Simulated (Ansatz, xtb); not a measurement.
## Cl2GaNSi: which of two structures lies lower

Structure X is `Cl[Si](Cl)=[N][Ga]`, a singlet and structure Y is a singlet given by its coordinates. Both are isolated molecules in the gas phase, relaxed with B3LYP-D3(BJ)/def2-SVP.

X (Å):

```yaml
atoms:
  - { symbol: Cl, position_ang: [-1.0474, 1.8604, 0.0257] }
  - { symbol: Cl, position_ang: [-1.2576, 1.8022, 3.3051] }
  - { symbol: Ga, position_ang: [1.9034, -1.6976, 1.7899] }
  - { symbol: N, position_ang: [0.6836, -0.2906, 1.7457] }
  - { symbol: Si, position_ang: [-0.3502, 0.9042, 1.7004] }
```

Y (Å):

```xyz
5

Cl   -1.0586    2.9824   -0.0731
Cl    1.7536   -2.1816    3.2253
Ga    0.6711   -0.5867    2.3692
N     0.0462    0.7219    1.4665
Si   -1.3954    1.6603    1.5755
```

Close contacts (Å): Cl1–Si5 2.14, Cl2–Ga3 2.11, Ga3–N4 1.71, N4–Si5 1.72.

Problem. Which of the two would you expect CCSD(T)/def2-SVP + ΔMP2/def2-TZVPP electronic energies to favour?

Solution. Structure X; the calculation gives E(Y) − E(X) = +1.029 eV.

The same difference at several levels:

| level | geometry | E(Y) − E(X) (eV) | departure from the last row (eV) | job, with rough time for the two |
| --- | --- | --- | --- | --- |
| B3LYP-D3(BJ)/def2-SVP | B3LYP-D3(BJ)/def2-SVP | +1.201 | +0.172 | optimisation, 37 s |
| HF/def2-SVP | B3LYP-D3(BJ)/def2-SVP | +1.233 | +0.204 | part of the CCSD(T) run |
| MP2/def2-SVP | B3LYP-D3(BJ)/def2-SVP | +0.904 | −0.125 | part of the CCSD(T) run |
| CCSD(T)/def2-SVP | B3LYP-D3(BJ)/def2-SVP | +0.922 | −0.106 | single point |
| CCSD(T)/def2-SVP + ΔMP2/def2-TZVPP | B3LYP-D3(BJ)/def2-SVP | +1.029 |  | single point, 42 s |

The levels shown agree on the order. The largest departure from CCSD(T)/def2-SVP + ΔMP2/def2-TZVPP is that of HF/def2-SVP, 0.204 eV. Levels run at GFN2-xTB geometries aren't shown. The last row adds to CCSD(T) the change of the MP2 difference between the two basis sets, here +0.106 eV.

With harmonic frequencies from B3LYP-D3(BJ)/def2-SVP (ideal gas, rigid rotor, one conformer each, 400 K, 1 atm): on the last row, ΔE + ΔZPE = +1.002 eV. A mode under 50 cm⁻¹ makes harmonic enthalpies and free energies unreliable, so none is given.

The correlated steps freeze 25 core orbitals; the filled d shell of Ga is correlated, in a basis made for valence electrons. Run with Ansatz 0.2.0; the last row on 1 thread of Intel(R) Xeon(R) Platinum 8488C (Sapphire Rapids) on a shared host.
